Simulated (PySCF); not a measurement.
# Working out the ionisation energy of Nb

Nb [Kr] 4d4 5s1 (6D) → Nb⁺ [Kr] 4d4 (5D). All numbers are calculated (PySCF 2.14, scalar relativity through the core potential, in aug-cc-pVTZ-PP with one added diffuse shell each of s, p, d, f, g type with ECP28MDF (7s7p6d4f3g, 113 functions)). Frozen: 4s2 4p6. Energies in hartree (1 hartree = 27.21139 eV):

| part | Nb (lower) | Nb⁺ (upper) |
| --- | --- | --- |
| UHF | -56.149347 | -55.929387 |
| MP2 opposite-spin | 0.000000 | 0.000000 |
| MP2 same-spin | -0.052338 | -0.035021 |

Problem. What does Hartree-Fock give?

Solution. (-55.929387) − (-56.149347) = 0.219960 hartree = 5.985 eV.

Problem. What do MP2 and SCS-MP2 (6/5 opposite-spin, 1/3 same-spin) give?

Solution. The opposite-spin parts differ by 0.000 eV and the same-spin parts by 0.471 eV. MP2: 5.985 + (0.000) + (0.471) = 6.456 eV. SCS-MP2: 5.985 + 1.2 × (0.000) + (0.471)/3 = 6.142 eV.

Measured between the centres of the two terms (NIST): 6.776 eV, so MP2 (valence) is off by -0.320 eV.

What remains against the reference includes basis incompleteness, the frozen core and correlation beyond second order.
